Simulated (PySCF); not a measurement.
**Polarisability and C₆ of B⁺ (boron, charge +1)**

[He] 2s2, closed-shell 1S. Calculation: PySCF 2.14, in aug-cc-pwCVTZ (7s6p4d2f, 59 functions); the non-relativistic Hamiltonian (point nucleus). Coupled (time-dependent) response in atomic units; α is the mean over directions.

| method | mean α (bohr³) | C₆ (like pair) | S(−4) |
| --- | --- | --- | --- |
| UHF | 11.36 | 31.67 | 114.3 |
| PBE | 10.64 | 28.83 | 99.62 |
| PBE0 | 10.76 | 29.29 | 102.0 |
| HSE06 | 10.81 | 29.46 | 103.2 |
| BHandHLYP | 11.00 | 30.00 | 108.7 |

S(−4) is the Cauchy moment in α(ω) = α(0) + S(−4) ω² + …

α(iu) at PBE:

```json
{"u (hartree)": "0", "α(iu) (bohr³)": "10.64"}
{"u (hartree)": "0.0500", "α(iu) (bohr³)": "10.40"}
{"u (hartree)": "0.100", "α(iu) (bohr³)": "9.733"}
{"u (hartree)": "0.200", "α(iu) (bohr³)": "7.780"}
{"u (hartree)": "0.300", "α(iu) (bohr³)": "5.875"}
{"u (hartree)": "0.500", "α(iu) (bohr³)": "3.386"}
{"u (hartree)": "0.750", "α(iu) (bohr³)": "1.930"}
{"u (hartree)": "1.00", "α(iu) (bohr³)": "1.245"}
{"u (hartree)": "1.50", "α(iu) (bohr³)": "0.6488"}
{"u (hartree)": "2.00", "α(iu) (bohr³)": "0.4025"}
{"u (hartree)": "3.00", "α(iu) (bohr³)": "0.2033"}
{"u (hartree)": "5.00", "α(iu) (bohr³)": "0.08699"}
```

For an ion, C₆ is the dispersion term alone; charge-induced terms of lower order in 1/R come first.
